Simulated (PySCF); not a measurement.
Q: Write a Z-matrix for BMe2(NH2) (`B(C)(N)C`) as optimised with PBE0-D3(BJ)/def2-SVP.

A: 
Z-matrix in Å and degrees, rows numbered from 1:
```
B 
C   1  1.5837
H   2  1.1017  1  114.39
H   2  1.1039  1  109.97  3  -121.20
H   2  1.1030  1  110.82  3   122.27
C   1  1.5840  2  120.40  3  -176.13
H   6  1.1015  1  114.37  2  -179.59
H   6  1.1035  1  110.25  2    58.72
H   6  1.1034  1  110.47  2   -57.71
N   1  1.4004  2  119.78  3     4.15
H  10  1.0116  1  123.16  2    -0.40
H  10  1.0117  1  123.11  2   179.41
```

N10 (nitrogen bonded to B and 2 H) is planar (angles 123.2°, 123.1° and 113.7°, sum 360.0°, 0.00 Å off the plane of its three neighbours). The 4 heavy atoms lie in one plane (0.001 Å rms). B1 (boron bonded to 2 C and N) is planar (angles 120.4°, 119.8° and 119.8°, sum 360.0°, 0.00 Å off the plane of its three neighbours).

Computed, not measured: PySCF, PBE0-D3(BJ)/def2-SVP geometry optimisation, gas phase.

Point group: near C2v, missed by 0.14 Å at most; the miss may be what the optimiser left on a soft mode (C2 holds within 0.08 Å). PBE0-D3(BJ)/def2-SVP frequencies: not computed here.
